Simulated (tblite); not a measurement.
Compound: C7H12O.
SMILES with atom numbers: `[CH3:1][O:2][C@:3]12[CH2:4][CH2:5][C@H:6]([CH2:7]1)[CH2:8]2` (hydrogens: H9, H10, H11 on C1; H12, H13 on C4; H14, H15 on C5; H16 on C6; H17, H18 on C7; H19, H20 on C8)

Computed with GFN2-xTB (tblite), gas phase: Langevin dynamics at 200 K from the optimised GFN2-xTB geometry, time step 0.5 fs, friction 0.01 fs⁻¹, 2000 steps. The instantaneous temperature is 2·E(kin)/(3Nk) with all 3N coordinates.

| t (fs) | T (K) | E(pot) above start (eV) | C1–O2 (Å) | O2–C3 (Å) | C3–C4 (Å) | C4–C5 (Å) | C5–C6 (Å) | C1–H9 (Å) | C1–O2–C3–C4 (°) |
| --- | --- | --- | --- | --- | --- | --- | --- | --- | --- |
| 0 | 164 | 0.000 | 1.408 | 1.392 | 1.541 | 1.543 | 1.531 | 1.095 | -67 |
| 50 | 129 | 0.332 | 1.414 | 1.435 | 1.530 | 1.550 | 1.522 | 1.080 | -61 |
| 100 | 163 | 0.414 | 1.410 | 1.417 | 1.541 | 1.538 | 1.503 | 1.132 | -51 |
| 150 | 211 | 0.402 | 1.419 | 1.404 | 1.531 | 1.534 | 1.530 | 1.062 | -49 |
| 200 | 169 | 0.588 | 1.398 | 1.389 | 1.580 | 1.514 | 1.508 | 1.107 | -61 |
| 250 | 166 | 0.435 | 1.425 | 1.364 | 1.535 | 1.551 | 1.548 | 1.083 | -54 |
| 300 | 209 | 0.406 | 1.405 | 1.419 | 1.524 | 1.526 | 1.531 | 1.105 | -66 |
| 350 | 145 | 0.481 | 1.365 | 1.415 | 1.523 | 1.549 | 1.569 | 1.100 | -64 |
| 400 | 156 | 0.381 | 1.436 | 1.382 | 1.562 | 1.539 | 1.545 | 1.109 | -72 |
| 450 | 138 | 0.397 | 1.387 | 1.366 | 1.549 | 1.586 | 1.513 | 1.096 | -68 |
| 500 | 153 | 0.343 | 1.415 | 1.441 | 1.549 | 1.506 | 1.527 | 1.114 | -91 |
| 550 | 152 | 0.457 | 1.403 | 1.385 | 1.537 | 1.578 | 1.511 | 1.063 | -83 |
| 600 | 149 | 0.515 | 1.422 | 1.381 | 1.545 | 1.499 | 1.526 | 1.115 | -71 |
| 650 | 199 | 0.403 | 1.421 | 1.330 | 1.585 | 1.581 | 1.534 | 1.068 | -65 |
| 700 | 126 | 0.576 | 1.379 | 1.374 | 1.524 | 1.520 | 1.546 | 1.092 | -62 |
| 750 | 217 | 0.406 | 1.433 | 1.407 | 1.576 | 1.586 | 1.576 | 1.089 | -56 |
| 800 | 183 | 0.468 | 1.410 | 1.436 | 1.550 | 1.512 | 1.530 | 1.106 | -63 |
| 850 | 206 | 0.367 | 1.416 | 1.426 | 1.547 | 1.592 | 1.536 | 1.090 | -84 |
| 900 | 175 | 0.262 | 1.427 | 1.396 | 1.523 | 1.511 | 1.558 | 1.095 | -82 |
| 950 | 147 | 0.437 | 1.396 | 1.436 | 1.499 | 1.527 | 1.505 | 1.083 | -76 |
| 1000 | 199 | 0.360 | 1.414 | 1.413 | 1.534 | 1.547 | 1.549 | 1.102 | -77 |

**Question.** From 500 fs on, how do temperature and potential energy compare with equipartition?

**Answer.** The mean temperature of these 11 frames is 173 K against the target 200 K, and the mean potential energy 0.42 eV against 54 × kT/2 = 0.47 eV for 54 classical harmonic modes. For 20 atoms in a canonical ensemble the temperature itself scatters by T·√(2/(3N)) = 37 K; here its standard deviation is 28 K. The whole run lasts only 10 friction times of 100 fs, so these averages carry a wide statistical error.

**Question.** What are the kinetic and total energies of the listed frame with the highest potential energy?

**Answer.** The one at 200 fs, 0.588 eV above the start. Its kinetic energy is 3NkT/2 = 0.436 eV at 169 K, so the sum is 1.02 eV; over the listed frames the sum runs from 0.42 to 1.02 eV, since the thermostat adds and removes energy.

**Question.** How much do the listed bonds fluctuate from 500 fs on?

**Answer.** 
```csv
bond,at the start (Å),mean (Å),standard deviation (Å)
C1–O2,1.408,1.412,0.014
O2–C3,1.392,1.402,0.032
C3–C4,1.541,1.543,0.023
C4–C5,1.543,1.542,0.034
C5–C6,1.531,1.536,0.019
C1–H9,1.095,1.092,0.016
```

The motion is classical and holds no zero-point motion.

What follows is the cost of the whole dynamics run. Time: 13 s of wall time; peak memory 0.18 GiB. Hardware: one thread of an Arm Neoverse V1, on a shared host.
